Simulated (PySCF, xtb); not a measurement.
H₄OSiTe. Atoms are numbered in the order given.

```xyz
7

Te     0.1030    -0.2810     0.5272
O      0.7762    -1.3877    -1.0380
H      1.6960    -1.1070    -1.1639
Si    -0.7501     1.5137    -1.0048
H     -1.3656     2.5675    -0.1417
H     -1.7685     0.9595    -1.9422
H      0.3731     2.1004    -1.7940
```

The structure is a stationary point at r2SCAN-D4/def2-SVP. The def2 effective core potentials stand for the cores of Te; spin–orbit coupling is left out. The values are those of a single conformer.

Computed with IEF-PCM-PBE0/def2-SVP (PySCF 2.14.0).

The values are the electrostatic part of the solvation free energy, E(continuum) − E(gas) at the gas-phase geometry, in a cavity of scaled van der Waals radii (PySCF's table); cavitation and dispersion terms are not included. In vacuum the orbital gap is 4.48 eV. The dipole moment in vacuum is 1.70 D.

Q: Estimate the values in water (ε = 78.36), benzene (ε = 2.27), 1-octanol (ε = 9.86). (Estimate from the structure and the level; the computed values follow.)

A: 
```
solvent        ε  ΔG(elec) (kcal/mol)  dipole (D)  gap (eV)
---------  -----  -------------------  ----------  --------
water      78.36                 -4.6        2.26      4.58
benzene     2.27                 -2.0        1.91      4.52
1-octanol   9.86                 -3.9        2.16      4.57
```

For comparison, GFN2-xTB/ALPB(water) (xtb, at the GFN2-xTB geometry, all terms of that model) gives -5.2 kcal/mol.
